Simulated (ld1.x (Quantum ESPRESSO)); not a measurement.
An all-electron radial function and its pseudo partner (C)

Columns: radius, all-electron u(r) and pseudo u(r) of the 2p shell (level -5.40 eV) of carbon in the configuration [He] 2s1.75 2p2.25; PBE, scalar-relativistic, ultrasoft scheme, ld1.x (Quantum ESPRESSO) 7.5.

```csv
r (bohr),all-electron,pseudo
0.143,0.0863,0.0094
0.285,0.2389,0.0366
0.428,0.3870,0.0801
0.570,0.5063,0.1361
0.713,0.5960,0.2013
0.855,0.6572,0.2704
0.998,0.6935,0.3398
1.140,0.7088,0.4040
1.283,0.7080,0.4602
1.425,0.6952,0.5047
1.568,0.6739,0.5364
1.710,0.6468,0.5540
1.853,0.6159,0.5584
1.995,0.5830,0.5508
2.138,0.5490,0.5334
2.280,0.5151,0.5089
2.423,0.4815,0.4798
2.565,0.4492,0.4490
2.708,0.4179,0.4179
2.850,0.3883,0.3883
2.992,0.3602,0.3602
3.135,0.3336,0.3336
3.278,0.3087,0.3087
3.420,0.2855,0.2855
3.563,0.2637,0.2637
3.705,0.2435,0.2435
```

Problem. How many radial nodes do the two functions have?

Solution. The all-electron 2p function has n − l − 1 = 0; the pseudo-wave has 0.

Problem. At about which radius was the pseudo-wave matched?

Solution. 2.85 bohr. The columns agree to 0.0005 from 2.56 bohr on; several derivatives are matched, so the curves merge somewhat inside the radius.

Problem. Where does each function peak?

Solution. Outermost all-electron maximum near 1.14 bohr, pseudo maximum near 1.85 bohr (to the table’s step).

Problem. Is the pseudo-wave norm-conserving?

Solution. No, it belongs to an ultrasoft set: the norm inside the radius is not constrained, and the difference is carried by the augmentation charge.
